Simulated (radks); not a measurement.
All-electron atom: Li+ in [He].

Method: non-relativistic Kohn-Sham, LDA (Slater exchange, Perdew-Zunger correlation), spin-unpolarised, spherical densities, point nucleus; computed with a radial shooting solver on a logarithmic mesh with Libxc functionals.

Energy parts (hartree):
| part | energy |
|---|---|
| total | -7.14156 |
| kinetic | 7.05569 |
| electron-nucleus | -15.91149 |
| Hartree | 3.24340 |
| exchange-correlation | -1.52916 |

Orbitals (lengths in bohr, moments of r in powers of bohr; r(max) is where P^2 peaks):
orbital  occ.  eigenvalue (hartree)  r(max)
1s          2              -2.18963  0.3649

The highest occupied level is 1s at -59.583 eV. Virial ratio -V/T = 2.01217.
